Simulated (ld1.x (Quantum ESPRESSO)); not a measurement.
**Building the ultrasoft potential for dysprosium (Dy) (PBEsol, fully relativistic).**

* Element: Dy (Z = 66)
* Generator: ld1.x (Quantum ESPRESSO) 7.5
* Type: ultrasoft
* Functional: PBEsol
* Relativity: fully relativistic
* Frozen core: [Kr] 4d10
* Valence charge: 20
* Reference configuration: 4f9 5s2 5p6 5d1 6s2 6p0
* Partial waves: 5s (bound): rcut 1.65, rcutus 2.05 bohr; 6s (bound): rcut 1.65, rcutus 2.05 bohr; 5p (bound): rcut 2.00, rcutus 2.50 bohr; 6p (bound, empty): rcut 2.00, rcutus 2.50 bohr; 5d (bound): rcut 1.85, rcutus 2.55 bohr; 5d channel at 0.5 Ry: rcut 1.85, rcutus 2.55 bohr; 4f (bound): rcut 0.65, rcutus 0.80 bohr; 4f channel at 0.65 Ry: rcut 0.65, rcutus 0.80 bohr
* Local potential: all-electron potential smoothed inside 0.60 bohr (lloc = -2)
* Core correction: none
* Augmentation charge: PSQ, radius 0.45 bohr

Open shells are filled in proportion to 2j + 1 (rel_dist='average').

All-electron outer shells of the reference configuration (PBEsol, scalar-relativistic, ld1.x):

```csv
shell,level (eV),outermost node (bohr),outermost maximum (bohr)
4p,-298.58,0.28,0.51
4d,-159.95,0.26,0.53
5s,-52.86,0.63,1.14
5p,-28.53,0.67,1.30
4f,-9.22,–,0.53
6s,-4.29,1.54,3.27
5d,-2.33,0.76,1.91
6p,-1.31,1.86,4.47
```

Question: Does the generator finish with these settings?

Answer: No. ld1.x (Quantum ESPRESSO) 7.5 stopped with "compute_chi: n is too large": near the origin the numerical χ = (ε − T − V_loc)φ did not join its small-r series within 0.05 bohr.
